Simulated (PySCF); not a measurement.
C2H5FO2Si, SMILES CC(=O)O[SiH2]F.

Coordinates come from a B3LYP-D3(BJ)/def2-SVP optimisation. Other conformers were not sampled.

Vertical ionisation energy (IE) and electron affinity (EA) in eV. Rows of orbital energies are one-electron estimates. Where ΔSCF, EOM or ADC give a negative EA the extra electron is unbound and the value depends on the basis.

```
level                                         IE    EA
------------------------------------------  ----  ----
−ε(HOMO), −ε(LUMO), PBE0/def2-TZVP (PySCF)     ?     ?
−ε(HOMO), −ε(LUMO), PBE/def2-TZVP (PySCF)   6.77  1.43
```

Task: What belongs in the gaps? (Estimate from the structure and the level; the computed values follow.)

Result: 
- −ε(HOMO), −ε(LUMO), PBE0/def2-TZVP (PySCF), IE: 8.46
- −ε(HOMO), −ε(LUMO), PBE0/def2-TZVP (PySCF), EA: 0.28
